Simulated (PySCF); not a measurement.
C₂H₅FO₂Si, SMILES O=C(O)[Si@H](C)F.

Geometry optimised at B3LYP-D3(BJ)/def2-SVP. The structure was generated by enumeration; whether it is a known compound was not checked. Other conformers were not sampled.

Calculation: TDA-PBE/def2-SVPD (PySCF).

Vertical excitations. 

### Question
Estimate the UV-visible absorptions. (Estimate from the structure and the level; the computed values follow.)

### Answer

```tsv
state	energy (eV)	λ (nm)	f	main pairs
S1	4.87	255	0.006	HOMO→LUMO 99 %
S2	6.17	201	0.032	HOMO→LUMO+1 83 %, HOMO−1→LUMO 16 %
S3	6.36	195	0.025	HOMO−1→LUMO 50 %, HOMO−2→LUMO 37 %, HOMO→LUMO+1 8 %
S4	6.56	189	0.125	HOMO→LUMO+2 98 %
S5	6.78	183	0.006	HOMO→LUMO+3 96 %
S6	7.10	175	0.008	HOMO−3→LUMO 97 %
S7	7.34	169	0.026	HOMO→LUMO+4 96 %
S8	7.56	164	0.017	HOMO−1→LUMO+1 88 %
S9	7.75	160	0.043	HOMO−2→LUMO+1 33 %, HOMO→LUMO+5 22 %, HOMO−2→LUMO 16 %, HOMO−1→LUMO+1 8 %
S10	7.87	157	0.023	HOMO−2→LUMO+1 49 %, HOMO→LUMO+5 29 %, HOMO−4→LUMO 10 %
T1	4.17	297	0	HOMO→LUMO 100 %
T2	5.48	226	0	HOMO−1→LUMO 65 %, HOMO−2→LUMO 32 %
T3	5.87	211	0	HOMO→LUMO+1 97 %
T4	6.04	205	0	HOMO−2→LUMO 67 %, HOMO−1→LUMO 32 %
```
Triplets are in the Tamm–Dancoff approximation.
